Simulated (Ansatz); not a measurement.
A made-up structure of HSeSO (charge -1), closed shell:

O1  (1.611, -0.782, -2.154)
S2  (-1.026, 0.123, 0.604)
Se3  (0.224, 0.108, -1.291)
H4  (1.119, -1.065, -1.073)
(Å)

It is relaxed with PBE-D4/def2-SVPD and then PBE0-D4/def2-TZVPD (Ansatz 0.2.0). Atoms count as bonded within 1.22 times the sum of their covalent radii (H–H: 0.88 Å). The end point is not checked to be a true minimum.

Problem. Does its bonding change? (Judge from chemistry; the calculation decides.)

Solution. The calculation gives: Yes. Formed: O1–H4; broken: Se3–H4.

Where it ends: The first stage lowers the energy by 3.43 eV in 12 steps. It ends as HSeSO ([OH][Se][S]), total charge -1:
```
atom    x (Å)    y (Å)    z (Å)
  O1   1.5148  -0.5946  -1.5862
  S2  -0.7510   0.1813   0.5146
 Se3  -0.1326   0.2873  -1.5335
  H4   1.2961  -1.4899  -1.3078
```

Labels in which every atom is bracketed show which atoms are joined, not bond orders.

For scale, one of the runs: PBE0-D4/def2-TZVPD relaxation, 152 basis functions, launched by `ansatz run in.yaml --threads 2 --pin off --events-out ev --progress --plain --max-ram 4352MiB`. Hardware: 2 CPU threads of an Intel Xeon, shared host. Wall time about 63 s.
